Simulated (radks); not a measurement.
Problem. All-electron atom: La+ in [Xe] 5d2. All-electron calculation, Dirac Kohn-Sham, exchange-only B88, spin-unpolarised, spherical densities, finite nucleus; open shells fill j = l - 1/2 first; Fermi nuclear charge, rms radius 4.855 fm. Program: a radial shooting solver on a logarithmic mesh with Libxc functionals.

Spin-orbit splittings of the eigenvalues, e(l+1/2) - e(l-1/2), with zeta = 2 splitting/(2l+1) and mean radii in bohr:

shell  occ.  splitting (eV)  zeta (eV)  <r> j=l-1/2  <r> j=l+1/2
2p        6               ?          ?      0.08990      0.09600
3p        6           80.53      53.69       0.2747       0.2867
3d       10           17.23      6.893       0.2577       0.2615
4p        6           17.16      11.44       0.6747       0.7017
4d       10           2.977      1.191       0.7624       0.7720
4f        0          0.2708    0.07738        1.197        1.212
5p        6           2.472      1.648        1.763        1.847
5d        2          0.1801    0.07203        2.963        3.023

Estimate the 2p splitting.

Solution. 413.3 eV (zeta = 275.5 eV).
